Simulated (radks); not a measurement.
Sc2+, configuration [Ar] 3d1 (the NIST ground configuration).

All-electron calculation, Dirac Kohn-Sham, LDA (Slater exchange, Perdew-Wang correlation), spin-unpolarised, spherical densities, finite nucleus; open shells fill j = l - 1/2 first; Fermi nuclear charge, rms radius 3.5459 fm. Program: a radial shooting solver on a logarithmic mesh with Libxc functionals.

Energy parts (hartree):
total: -761.58992
kinetic: 767.85314
electron-nucleus: -1801.25329
Hartree: 308.58932
exchange-correlation: -36.77909

Orbitals (lengths in bohr, moments of r in powers of bohr; <r^-3> diverges for s and p1/2):
\begin{tabular}{lrrrrrrr}
orbital & occ. & eigenvalue (hartree) & <r> & <r^2> & <r^-3> & <1/r> & small-component weight \\ \hline
1s1/2 & 2 & -161.7057 & 0.07319 & 0.007205 & - & 20.73 & 5.62e-03 \\
2s1/2 & 2 & -17.94740 & 0.3444 & 0.1405 & - & 4.294 & 9.60e-04 \\
2p1/2 & 2 & -14.94071 & 0.3064 & 0.1161 & - & 4.231 & 9.42e-04 \\
2p3/2 & 4 & -14.77054 & 0.3090 & 0.1180 & 219.6 & 4.182 & 9.33e-04 \\
3s1/2 & 2 & -2.57784 & 1.075 & 1.335 & - & 1.309 & 1.95e-04 \\
3p1/2 & 2 & -1.81191 & 1.159 & 1.580 & - & 1.187 & 1.66e-04 \\
3p3/2 & 4 & -1.79283 & 1.166 & 1.602 & 24.78 & 1.176 & 1.64e-04 \\
3d3/2 & 1 & -0.66683 & 1.559 & 3.080 & 1.660 & 0.8460 & 9.10e-05 \\
3d5/2 & 0 & -0.66548 & 1.562 & 3.092 & 1.644 & 0.8441 & 9.07e-05 \\
\end{tabular}

The highest occupied level is 3d3/2 at -18.145 eV. The electron density at the nucleus is 7208 e/bohr^3.
